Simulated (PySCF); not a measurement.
Isomers of C6H13FN2Si, mass 160.083 u with the commonest isotopes. Method used: PBE0/pcSseg-1 in PySCF (dipole) on a GFN2-xTB geometry, gas phase. One conformer each, none proved a minimum here; rigid rotors.

Task: Order these by rotational constant B, largest first.
A. `[CH3:1][N:2]([CH3:3])[SiH2:4][C@@H:5]([F:6])[CH2:7][CH2:8][C:9]#[N:10]` with C1–N2–Si4–C5 -159°, N2–Si4–C5–F6 -72°, Si4–C5–C7–C8 175°, C5–C7–C8–C9 -66°
B. `[CH2:1]=[C:2]([N:3]1[CH2:4][CH2:5][CH2:6][CH2:7]1)[Si@H:8]([NH2:9])[F:10]` with C1–C2–N3–C4 11°, C1–C2–Si8–N9 -13°, C2–Si8–N9–H 62° and -77°, C2–N3–C4–C5 163°, N3–C4–C5–C6 24°, C4–C5–C6–C7 -37°, C5–C6–C7–N3 36°
C. `[CH3:1]/[N:2]=[CH:3]\[C@@H:4]1[CH2:5][CH2:6][C@@H:7]1[NH:8][SiH2:9][F:10]` with N2–C3–C4–C5 -171°, C6–C7–N8–Si9 147°, C7–N8–Si9–F10 -34°, C3–C4–C5–C6 -101°, C4–C5–C6–C7 -14°, C5–C6–C7–N8 136°, C3–C4–C7–C6 102°

Result: C (861.0 MHz), B (697.2 MHz), A (518.2 MHz).

Task: Order these by rotational constant A, largest first.
A. `[CH3:1][C:2]1=[N:3][N:4]([SiH:5]([CH3:6])[CH3:7])[CH2:8][C@H:9]1[F:10]` with N3–N4–Si5–C6 26°
B. `[CH3:1][N:2]([CH3:3])[SiH2:4][C@@H:5]([F:6])[CH2:7][CH2:8][C:9]#[N:10]` with C1–N2–Si4–C5 -159°, N2–Si4–C5–F6 -72°, Si4–C5–C7–C8 175°, C5–C7–C8–C9 -66°
C. `[CH3:1]/[N:2]=[CH:3]\[C@@H:4]1[CH2:5][CH2:6][C@@H:7]1[NH:8][SiH2:9][F:10]` with N2–C3–C4–C5 -171°, C6–C7–N8–Si9 147°, C7–N8–Si9–F10 -34°, C3–C4–C5–C6 -101°, C4–C5–C6–C7 -14°, C5–C6–C7–N8 136°, C3–C4–C7–C6 102°
D. `[CH2:1]=[C:2]([N:3]1[CH2:4][CH2:5][CH2:6][CH2:7]1)[Si@H:8]([NH2:9])[F:10]` with C1–C2–N3–C4 11°, C1–C2–Si8–N9 -13°, C2–Si8–N9–H 62° and -77°, C2–N3–C4–C5 163°, N3–C4–C5–C6 24°, C4–C5–C6–C7 -37°, C5–C6–C7–N3 36°

Result: B (2311 MHz), D (2262 MHz), A (1977 MHz), C (1368 MHz).

Task: Order these by out-of-plane moment Σ m c² = (Ia + Ib − Ic)/2, largest first.
A. `[CH3:1]/[N:2]=[CH:3]\[C@@H:4]1[CH2:5][CH2:6][C@@H:7]1[NH:8][SiH2:9][F:10]` with N2–C3–C4–C5 -171°, C6–C7–N8–Si9 147°, C7–N8–Si9–F10 -34°, C3–C4–C5–C6 -101°, C4–C5–C6–C7 -14°, C5–C6–C7–N8 136°, C3–C4–C7–C6 102°
B. `[CH3:1][N:2]([CH3:3])[SiH2:4][C@@H:5]([F:6])[CH2:7][CH2:8][C:9]#[N:10]` with C1–N2–Si4–C5 -159°, N2–Si4–C5–F6 -72°, Si4–C5–C7–C8 175°, C5–C7–C8–C9 -66°
C. `[CH3:1][C:2]1=[N:3][N:4]([SiH:5]([CH3:6])[CH3:7])[CH2:8][C@H:9]1[F:10]` with N3–N4–Si5–C6 26°
D. `[CH2:1]=[C:2]([N:3]1[CH2:4][CH2:5][CH2:6][CH2:7]1)[Si@H:8]([NH2:9])[F:10]` with C1–C2–N3–C4 11°, C1–C2–Si8–N9 -13°, C2–Si8–N9–H 62° and -77°, C2–N3–C4–C5 163°, N3–C4–C5–C6 24°, C4–C5–C6–C7 -37°, C5–C6–C7–N3 36°

Result: B (94.95 u·Å²), A (57.21 u·Å²), C (37.35 u·Å²), D (30.41 u·Å²).

| SMILES | point group | Ia (u·Å²) | Ib (u·Å²) | Ic (u·Å²) | κ | μa (D) | μb (D) | μc (D) |
| --- | --- | --- | --- | --- | --- | --- | --- | --- |
| C=C(N1CCCC1)[Si@H](N)F | C1 | 223.39 | 724.90 | 887.48 | -0.85 | 1.37 | 1.18 | 0.18 |
| CN(C)[SiH2][C@@H](F)CCC#N | C1 | 218.68 | 975.21 | 1004.00 | -0.98 | 3.74 | 1.70 | 2.11 |
| C/N=C\[C@@H]1CC[C@@H]1N[SiH2]F | C1 | 369.32 | 586.95 | 841.86 | -0.32 | 0.78 | 0.48 | 0.01 |
| CC1=NN([SiH](C)C)C[C@H]1F | C1 | 255.61 | 728.18 | 909.09 | -0.81 | 0.58 | 0.72 | 1.08 |
